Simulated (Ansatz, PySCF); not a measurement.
The Ansatz (a program for electronic structure) input:
Ansatz 0.2 input:
```yaml
crystal:
  periodic: [false, false, false]
  atoms:
    - {symbol: Cu, position_ang: [-0.00000000, -0.00000000, -1.55408011]}
    - {symbol: I, position_ang: [0.00000000, 0.00000000, 0.85034572]}
basis:
  gaussian:
    orbitals: def2-SVP
hamiltonian:
  xc: blyp
accuracy: high
```

Task: Write the same job for PySCF.

Result: This is not unique; one that fits is 
```python
from pyscf import gto, scf, dft

mol = gto.Mole()
mol.atom = '''
    Cu   -0.000000   -0.000000   -1.554080
    I     0.000000    0.000000    0.850346
'''
mol.basis = 'def2-svp'
mol.ecp = {'I': 'def2-svp'}
mol.charge = 0
mol.spin = 0
mol.verbose = 4
mol.build()

mf = dft.RKS(mol)
mf.xc = 'blyp'
mf.grids.atom_grid = (99, 590)
mf.grids.prune = None
mf.kernel()
```

Both were run: Ansatz gave -1938.048492 Eh and PySCF -1938.048491 Eh, 0.000 mEh apart.
